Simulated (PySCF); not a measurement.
**CsI: energy against distance**

Set-up: Cs def2-SVP with ECP46, I def2-SVP with ECP28; scalar-relativistic core potentials (PySCF 2.14). Energies in eV from Cs + I in their ground configurations at the same level. State: ¹Σ⁺ (singlet), closed shell.

All columns are M06-L. A positive dipole means Cs(−)I(+).

| R (Å) | E (eV) | μ (D) | Mulliken charge on Cs (basis-dependent) | HOMO (eV) | LUMO (eV) | Mayer bond order | ⟨S²⟩ |
| --- | --- | --- | --- | --- | --- | --- | --- |
| 2.913 | -3.153 | -9.39 | 0.59 | -4.41 | -1.05 | 0.77 | 0.00 |
| 3.048 | -3.542 | -10.15 | 0.61 | -4.41 | -1.10 | 0.73 | 0.00 |
| 3.184 | -3.763 | -10.88 | 0.63 | -4.26 | -1.17 | 0.70 | 0.00 |
| 3.285 | -3.848 | -11.42 | 0.64 | -4.14 | -1.23 | 0.68 | 0.00 |
| 3.387 | -3.883 | -11.95 | 0.66 | -4.03 | -1.27 | 0.65 | 0.00 |
| 3.489 | -3.881 | -12.48 | 0.67 | -3.92 | -1.31 | 0.63 | 0.00 |
| 3.624 | -3.837 | -13.17 | 0.68 | -3.79 | -1.42 | 0.61 | 0.00 |
| 3.793 | -3.737 | -14.03 | 0.69 | -3.63 | -1.50 | 0.58 | 0.00 |
| 3.997 | -3.581 | -15.06 | 0.71 | -3.45 | -1.60 | 0.55 | 0.00 |
| 4.268 | -3.348 | -16.44 | 0.73 | -3.24 | -1.69 | 0.52 | 0.00 |

A fit through these points gives, at Re = 3.429 Å, μ = -12.17 D and dμ/dR = -5.17 D/Å; the reduced mass is 64.92 u.

Problem. How strong is the fundamental in the double-harmonic approximation, I = 42.26·(dμ/dR)²/μred km/mol?

Solution. I = 42.26·(-5.17)²/64.92 = 17.4 km/mol at M06-L.

These are scalar-relativistic numbers at best; spin–orbit coupling would shift them, the dissociation energy most.
